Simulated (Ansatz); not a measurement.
Total energies of `CC(F)(F)C(F)(F)C(F)(F)C(F)(F)C(F)(F)C(F)(F)C(F)(F)C(F)(F)C(F)(F)C(F)(F)C(F)(F)C(C)(F)F` from Ansatz at PBE-D4/def2-SVP, gas phase (1 Eh = 27.2114 eV = 2625.5 kJ/mol). The reference geometry is relaxed at PBE-D4/def2-SVP.

```csv
state,geometry,energy (Eh)
charge 0 singlet,reference,-2928.26731
charge 1 doublet,reference,-2927.91302
charge -1 doublet,reference,-2928.22877
charge -1 doublet,relaxed at PBE-D4/def2-SVP,-2928.25967
free C atom (triplet),–,-37.75124
free F atom (doublet),–,-99.53976
free H atom (doublet),–,-0.49863
```

Single mean-field runs in def2-SVP are fitted with def2-universal-jkfit.

Q: Work out the vertical ionisation energy to the doublet.

A: E(charge 1 doublet) − E(charge 0 singlet) = -2927.91302 − (-2928.26731) = 0.35429 Eh = 9.64 eV. For comparison, −ε of the highest occupied level is 7.85 eV at this level, 1.79 eV less.

Q: Work out the vertical electron affinity, to the doublet.

A: E(charge 0 singlet) − E(charge -1 doublet) = -2928.26731 − (-2928.22877) = -0.03854 Eh = -1.05 eV; negative, so the extra electron isn't bound. The basis lacks diffuse functions, which makes affinities too small.

Q: Give the fundamental gap IE − EA, the Mulliken electronegativity (IE + EA)/2 and the hardness (IE − EA)/2.

A: From the values in Eh: IE − EA = 0.35429 − (-0.03854) = 0.39283 Eh = 10.69 eV; (IE + EA)/2 = 4.30 eV; (IE − EA)/2 = 5.34 eV. The HOMO–LUMO gap of the same run is 6.91 eV, 3.78 eV smaller than the fundamental gap.

Q: How much does the charge -1 doublet relax, and what is the adiabatic electron affinity?

A: Relaxation: -2928.22877 − (-2928.25967) = 0.03090 Eh = 0.84 eV. Adiabatic electron affinity: -0.00764 Eh = -0.21 eV, without zero-point energy. Bonds change on the way (1 lost, 0 formed), so the relaxed form is another species. 

Q: What is the binding energy per atom against free atoms?

A: Atoms: 14 × (-37.75124) + 24 × (-99.53976) + 6 × (-0.49863) = -2920.46338 Eh. Binding: -2920.46338 − (-2928.26731) = 7.80393 Eh = 212.36 eV, or 4.83 eV for each of 44 atoms (no zero-point energy, no counterpoise term).

At PBE-D4/def2-SVP the gap within one spin of the charge 1 doublet nearly closes, so an electron or hole may be smeared out by delocalisation error. At PBE-D4/def2-SVP the gap within one spin of the charge -1 doublet nearly closes, so an electron or hole may be smeared out by delocalisation error. At PBE-D4/def2-SVP the highest occupied level of the charge -1 doublet lies above zero (up to 2.93 eV). By energy differences it is unbound by 1.05 eV (vertical, to the charge 0 singlet, at PBE-D4/def2-SVP) and held by the finite basis. At PBE-D4/def2-SVP the highest occupied level of the relaxed charge -1 doublet lies above zero (up to 0.78 eV). By energy differences, losing it releases 0.21 eV (each at its own geometry, to the charge 0 singlet, at PBE-D4/def2-SVP).
